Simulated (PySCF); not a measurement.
Gas-phase reaction: YCl3 + 3 CCl3F = YF3 + 6 Cl + 3 CCl2

Energies from PySCF, thermal terms from the rigid-rotor harmonic-oscillator model, ideal gas at 1 bar. † marks an energy on the PBE0/def2-TZVP geometry and frequencies; other levels use their own. MP2 and CCSD(T) freeze the core. Open shells (unrestricted): Cl (multiplicity 2, electronic degeneracy 6); the rest are closed-shell singlets. Spin-orbit splitting is ignored; it lowers the true energy and changes the entropy of Cl. B3LYP is the form with VWN-RPA correlation. Y: scalar-relativistic def2 core potential, no spin-orbit coupling. MP2 isn't extrapolated to the basis-set limit; its ΔH°(298 K) is 1757.9 kJ in def2-SVP and 1841.3 kJ in def2-TZVPP. CCSD(T) isn't extrapolated to the basis-set limit; its ΔH°(298 K) is 1618.7 kJ in def2-SVP and 1678.2 kJ in def2-TZVPP. The harmonic model lacks anharmonicity and excited electronic states, which grow with temperature; levels with a mode under 35 cm⁻¹ are left out. Soft modes under 120 cm⁻¹ make the harmonic entropy rough for YCl3, YF3. Warning, large T1 diagnostic: CCl2 (CCSD(T)/def2-SVP†, CCSD(T)/def2-TZVPP†).

```csv
level,"ΔE electronic, kJ","ΔH°(298 K), kJ","ΔS°(298 K), J/K","ΔG°(600 K), kJ"
B3LYP/def2-TZVP†,1648,1618,842,1111
BLYP/def2-TZVP†,1578,1548,842,1041
CCSD(T)/def2-SVP†,1649,1619,842,1112
CCSD(T)/def2-TZVPP†,1708,1678,842,1172
HF/def2-TZVP†,1255,1225,842,719
MP2/def2-TZVPP†,1871,1841,842,1335
PBE0/def2-QZVP†,1804,1774,842,1268
PBE0/def2-TZVP,1822,1792,842,1285
r2SCAN/def2-TZVP†,1818,1788,842,1282
ωB97M-V/def2-TZVP†,1822,1792,842,1285
ωB97X-V/def2-TZVP†,1827,1796,842,1290
```
ΔH° is lowest at HF/def2-TZVP† and highest at MP2/def2-TZVPP†. No reference value is set beside these.
